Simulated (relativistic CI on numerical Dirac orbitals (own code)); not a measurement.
**Radial parameters of Sn XIX**

Computed by Dirac-Coulomb-Breit CI, KLI orbitals optimised for each configuration, a model potential for QED, unscaled Slater integrals (own radial code, finite nucleus).

Slater integrals F^k, G^k are unscaled and averaged over j, outside the closed core [Ar] 3d10; ζ comes from projecting the Hamiltonian with its Breit term on Σ l·s of the shell.

- 4s²4p²: F^2(4p,4p) = 137320, ζ(4p) = 57490 cm⁻¹; <r>(4p) = 0.7558, <r^2>(4p) = 0.6441 (bohr units).
- 4s4p³: F^2(4p,4p) = 137320, G^1(4s,4p) = 180500, ζ(4p) = 57392 cm⁻¹; <r>(4s) = 0.7299, <r^2>(4s) = 0.5976, <r>(4p) = 0.7558, <r^2>(4p) = 0.6442 (bohr units).
- 4p⁴: F^2(4p,4p) = 137180, ζ(4p) = 57303 cm⁻¹; <r>(4p) = 0.7565, <r^2>(4p) = 0.6454 (bohr units).

Averages of the first 10 configurations, taken without configuration mixing, which lowers the lowest level and can move excited configurations by several eV; other configurations of the list can lie among them:

```csv
Configuration,Parity,States,Average energy above the lowest level (eV)
4s²4p²,even,15,16.5
4s4p³,odd,40,68.7
4p⁴,even,15,126.9
4s²4p4d,odd,60,96.7
4s4p²4d,even,300,146.2
4s²4p4f,even,84,177.4
4s4p²4f,odd,420,227.1
4p³4d,odd,200,201.7
4s4p4d²,odd,540,225.4
4s²4d4f,odd,140,257.9
```
